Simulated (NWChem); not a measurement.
Species: CH₅GaN, doublet; SMILES [CH3][Ga][NH2]

```xyz
8

Ga     0.3960    -0.0426     0.0001
C     -0.5967     1.7237    -0.0049
H     -0.2556     2.3414     0.8302
H     -1.6706     1.5284     0.0872
H     -0.3941     2.2490    -0.9426
N     -0.6414    -1.5794    -0.0262
H     -1.6367    -1.5757     0.1742
H     -0.2490    -2.5086     0.0603
```
Atoms are numbered in this order, from 1.

Computed with NWChem. Pople sets run with spherical d functions. Spin-unrestricted. All runs use the structure optimised with B3LYP/6-31G* (spherical d), spin-unrestricted. This spin state was assumed; another may lie lower. No stability test was run on the SCF state.

For level TPSS/3-21G:

```yaml
highest occupied level (eV): -4.08
dipole (D): 1.42
```

**Question.** What are these values for level TPSS/6-31G*?

**Answer.** The highest occupied level (eV) is -4.30 and the dipole (D) is 1.12.
